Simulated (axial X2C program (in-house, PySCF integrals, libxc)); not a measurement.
**Potential curves of ZrO, two-component**

Calculated with an in-house all-electron X2C program for linear molecules (integrals from PySCF). Two-component (2c) means X2C with spin–orbit coupling and atomic mean-field two-electron Coulomb and Gaunt terms. Basis: Zr dyall-cv3z [11s12p9d6f3g], O dyall-av3z [7s6p3d2f] (cores contracted in-house); Gaussian nuclei, density fitting, unrestricted open shells. Masses: Zr 89.905 u, O 15.995 u.

State: Ω = 1 (⟨Sz⟩ = -1.00, ⟨Lz⟩ = 2.00 at HF). Energies in kJ/mol from the lowest point of each curve. Fits are polynomials in 1 − R0/R over 0.85 to 1.23 times the lowest point R0.

| R (Å) | CCSD | TPSS | CCSD(T) | PBE0 |
| --- | --- | --- | --- | --- |
| 1.5625 | 81.11 | 81.69 | 90.37 | 65.86 |
| 1.6140 | 36.02 | 36.80 | 42.22 | 26.33 |
| 1.6655 | 10.19 | 10.80 | 13.30 | 5.62 |
| 1.7170 | 0.00 | 0.00 | 0.00 | 0.00 |
| 1.7771 | 3.80 | 2.52 | 0.15 | 8.41 |
| 1.8372 | 20.71 | 17.50 | 13.49 | 29.08 |
| 1.9145 | 57.01 | 49.89 | 46.47 | 68.47 |

Correlated methods: 10 electrons correlated (number of frozen shells: Zr 4 s, 3 p, 1 d; O 1 s), 308 virtual spin orbitals or spinors in MP2, 90 natural virtuals in coupled cluster.

Occupations by symmetry block were frozen at the best pattern of an incomplete PBE0 search. Density functionals use the spin component along the axis (collinear). CCSD and (T) use frozen natural virtuals with an MP2 correction for the truncation; (T) itself is uncorrected, so its De runs slightly low. Other states lie close and PBE0, whose exact exchange favours high spin, may order them wrongly; the determinant shown need not be the ground state. The nearest other 2c determinant of the search, Ω = 3, lies 0.08 eV up at the distance of the search. The functionals have no current-density term, which raises determinants with orbital currents, atoms included. With several unpaired electrons one determinant need not be a pure state. The outer-core s and p shells of the metal are frozen in the correlated rows, which leaves out core–valence correlation; for alkali and alkaline-earth bonds that tends to lengthen them. The determinant is spin-polarised beyond a pure state at some levels (its spin-free form has ⟨S²⟩ too high), which makes Re and μ there less reliable. With the outer-core shells frozen, correlated bond lengths of heavy atoms tend to come out a few hundredths of an ångström too long. Coupled cluster ran on the points near the minimum only. MP2 and coupled cluster on one determinant become unreliable at the stretched end.

(1) Fit the CCSD curve near its minimum: give the equilibrium distance and the harmonic wavenumber.

(2) What are Re and ωe at the TPSS level?

(3) What are Re and ωe at the CCSD(T) level?

(4) What are Re and ωe at the PBE0 level?

Answers

(1) At CCSD, 2c: Re = 1.732 Å, ωe ≈ 957 cm⁻¹; Be follows as 0.414 cm⁻¹.

(2) At TPSS, 2c: Re = 1.736 Å, ωe ≈ 930 cm⁻¹; Be follows as 0.412 cm⁻¹.

(3) At CCSD(T), 2c: Re = 1.746 Å, ωe ≈ 926 cm⁻¹; Be follows as 0.407 cm⁻¹.

(4) At PBE0, 2c: Re = 1.713 Å, ωe ≈ 975 cm⁻¹; Be follows as 0.423 cm⁻¹.
